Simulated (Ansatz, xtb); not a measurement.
**Ranking isomers of ClH6NSi2Sn**

6 gas-phase structures of ClH6NSi2Sn, from a drawn sample of its isomers (lower ones may exist). Each was relaxed with GFN2-xTB; where two conformers were screened, the lower at r2SCAN-D4/def2-SVP is listed:

A. a singlet given by its coordinates
B. a singlet given by its coordinates
C. `[SiH3][SiH2][NH][Sn][Cl]`, a singlet
D. `[SiH3][N]([SiH3])[Sn][Cl]`, a singlet
E. `[SiH3]N[SiH2][Sn][Cl]`, a singlet
F. `[SiH3]N[Si@@H](Cl)[SnH]`, a singlet

B (Å):

```xyz
11

Cl   -0.0776   -2.1426    4.2289
N     0.0679   -1.1066    1.3513
Si   -1.5782   -0.6020    1.0150
Si    0.6853   -0.8073    2.9428
Sn    1.3684   -2.1726    0.0979
H    -1.6777    0.8170    1.3678
H    -2.4954   -1.3850    1.8448
H    -1.7868   -0.8214   -0.4113
H     0.1630   -2.3799   -1.2772
H     2.1400   -1.0229    2.9082
H     0.3393    0.5296    3.3967
```

Close contacts (Å): Cl1–Si4 2.00, N2–Si3 1.75, N2–Si4 1.73, N2–Sn5 2.10, Si4–Sn5 3.23, Si3–H6 1.47, Si3–H7 1.46, Si3–H8 1.46, Si4–H10 1.47, Si4–H11 1.45, Sn5–H9 1.84.

A (Å):

```json
{"atom": "Cl", "x (Å)": "-0.0987", "y (Å)": "-0.1059", "z (Å)": "-1.8817"}
{"atom": "N", "x (Å)": "-0.3512", "y (Å)": "0.1997", "z (Å)": "0.9565"}
{"atom": "Si", "x (Å)": "-0.3820", "y (Å)": "0.5527", "z (Å)": "2.6535"}
{"atom": "Si", "x (Å)": "0.5428", "y (Å)": "1.0517", "z (Å)": "-0.1861"}
{"atom": "Sn", "x (Å)": "-1.2919", "y (Å)": "-1.5501", "z (Å)": "-0.1243"}
{"atom": "H", "x (Å)": "0.9147", "y (Å)": "0.2612", "z (Å)": "3.2668"}
{"atom": "H", "x (Å)": "-1.4412", "y (Å)": "-0.2925", "z (Å)": "3.2128"}
{"atom": "H", "x (Å)": "-0.6888", "y (Å)": "1.9769", "z (Å)": "2.8189"}
{"atom": "H", "x (Å)": "0.2176", "y (Å)": "-2.5953", "z (Å)": "-0.0082"}
{"atom": "H", "x (Å)": "1.9907", "y (Å)": "0.9210", "z (Å)": "-0.2497"}
{"atom": "H", "x (Å)": "0.0813", "y (Å)": "2.3850", "z (Å)": "-0.5485"}
```

Close contacts (Å): Cl1–Si4 2.15, Cl1–Sn5 2.57, N2–Si3 1.73, N2–Si4 1.68, N2–Sn5 2.26, Si3–H6 1.46, Si3–H7 1.47, Si3–H8 1.47, Si4–H10 1.46, Si4–H11 1.46, Sn5–H9 1.84.

Question: Which do you expect lowest at r2SCAN-D4/def2-SVP, and how would the others follow?

Answer: Calculated order at r2SCAN-D4/def2-SVP: D (0.0), C (10.0), B (11.3), E (12.6), A (16.3), F (19.5) kcal/mol.

Energies above the lowest of each column, in kcal/mol:

```
structure  GFN2-xTB  HF/STO-3G  r2SCAN-D4/def2-SVP
        D       0.0        1.0                 0.0
        C      22.7        0.0                10.0
        B      14.9       23.4                11.3
        E      10.9       13.1                12.6
        A       4.6       29.1                16.3
        F      21.5       30.5                19.5
```

r2SCAN-D4/def2-SVP puts D lowest; HF/STO-3G picks C. Some further structures that were screened fall inside this span and aren't listed. Flexible structures stand in one conformer each, not always the lowest. Frequencies (GFN2-xTB) were run for C alone. Atoms past krypton carry core potentials in the def2 sets, without spin–orbit terms.

Over these structures GFN2-xTB departs from r2SCAN-D4/def2-SVP by 5.3 kcal/mol on average once a common shift is removed. A GFN2-xTB relaxation took about 0.5 s and the r2SCAN-D4/def2-SVP energy about 2.1 s on a shared host (Ansatz 0.2.0, xtb 6.7.1).
